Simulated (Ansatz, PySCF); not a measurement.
Breaking a bond: SiS, singlet.

RKS-PBE0 = restricted PBE0/cc-pVTZ run with PySCF; RKS-PBE = restricted PBE/cc-pVTZ (Ansatz, a quantum-chemistry and plane-wave program); RHF/cc-pVTZ (PySCF); UCCSD(T) = CCSD(T) on UHF/cc-pVTZ, 10 core orbitals frozen run with PySCF.

Energies are in kJ/mol, each relative to the lowest point of its own curve near equilibrium.

```json
[
 {"R / Å": "1.45", "RKS-PBE0": "810.7", "RKS-PBE": "833.4", "RHF": "806.0", "UCCSD(T)": "845.4"},
 {"R / Å": "1.53", "RKS-PBE0": "491.2", "RKS-PBE": "511.7", "RHF": "482.5", "UCCSD(T)": "517.6"},
 {"R / Å": "1.64", "RKS-PBE0": "216.3", "RKS-PBE": "232.7", "RHF": "205.7", "UCCSD(T)": "233.5"},
 {"R / Å": "1.73", "RKS-PBE0": "90.3", "RKS-PBE": "102.5", "RHF": "81.0", "UCCSD(T)": "101.5"},
 {"R / Å": "1.82", "RKS-PBE0": "24.8", "RKS-PBE": "32.2", "RHF": "18.7", "UCCSD(T)": "30.7"},
 {"R / Å": "1.86", "RKS-PBE0": "10.0", "RKS-PBE": "15.1", "RHF": "5.9", "UCCSD(T)": "13.8"},
 {"R / Å": "1.93", "RKS-PBE0": "0.0", "RKS-PBE": "0.9", "RHF": "0.0", "UCCSD(T)": "0.3"},
 {"R / Å": "1.97", "RKS-PBE0": "1.6", "RKS-PBE": "0.0", "RHF": "4.3", "UCCSD(T)": "0.0"},
 {"R / Å": "2.05", "RKS-PBE0": "16.8", "RKS-PBE": "10.0", "RHF": "25.6", "UCCSD(T)": "11.5"},
 {"R / Å": "2.12", "RKS-PBE0": "39.9", "RKS-PBE": "28.4", "RHF": "54.5", "UCCSD(T)": "31.2"},
 {"R / Å": "2.26", "RKS-PBE0": "103.0", "RKS-PBE": "81.7", "RHF": "130.3", "UCCSD(T)": "94.7"},
 {"R / Å": "2.42", "RKS-PBE0": "188.1", "RKS-PBE": "155.5", "RHF": "230.5", "UCCSD(T)": "176.8"},
 {"R / Å": "2.59", "RKS-PBE0": "281.4", "RKS-PBE": "236.8", "RHF": "338.4", "UCCSD(T)": "268.3"},
 {"R / Å": "2.89", "RKS-PBE0": "433.0", "RKS-PBE": "368.1", "RHF": "500.1", "UCCSD(T)": "400.3"},
 {"R / Å": "3.22", "RKS-PBE0": "568.8", "RKS-PBE": "483.7", "RHF": "607.8", "UCCSD(T)": "491.4"},
 {"R / Å": "3.51", "RKS-PBE0": "661.0", "RKS-PBE": "560.2", "RHF": "661.4", "UCCSD(T)": "547.6"},
 {"R / Å": "3.91", "RKS-PBE0": "753.2", "RKS-PBE": "634.8", "RHF": "704.0", "UCCSD(T)": "562.8"},
 {"R / Å": "4.29", "RKS-PBE0": "806.4", "RKS-PBE": "681.2", "RHF": "725.9", "UCCSD(T)": "568.0"},
 {"R / Å": "4.71", "RKS-PBE0": "833.8", "RKS-PBE": "714.1", "RHF": "738.7", "UCCSD(T)": "570.7"},
 {"R / Å": "5.21", "RKS-PBE0": "851.1", "RKS-PBE": "737.4", "RHF": "746.1", "UCCSD(T)": "572.3"},
 {"R / Å": "5.83", "RKS-PBE0": "862.6", "RKS-PBE": "752.9", "RHF": "749.9", "UCCSD(T)": "573.3"},
 {"R / Å": "6.74", "RKS-PBE0": "870.7", "RKS-PBE": "762.9", "RHF": "751.9", "UCCSD(T)": "573.9"},
 {"R / Å": "7.79", "RKS-PBE0": "874.5", "RKS-PBE": "767.0", "RHF": "752.7", "UCCSD(T)": "574.1"}
]
```

At the longest distance, 7.79 Å, RKS-PBE0 lies highest above its minimum (874.5 kJ/mol) and UCCSD(T) lowest (574.1 kJ/mol).

At the longest distance RKS-PBE0 leaves fractional charges on the fragments, a sign of delocalisation error or of the restricted form. The restricted form behind RKS-PBE0, RKS-PBE, RHF keeps the bonding electrons paired and can't separate into open-shell fragments. The unrestricted solution behind UCCSD(T) changes between 2.59 and 2.89 Å, which can leave a kink. The unrestricted determinant behind UCCSD(T) is spin-contaminated at 2.26 to 7.79 Å (<S²> up to 2.0, against 0.00 for a pure singlet).
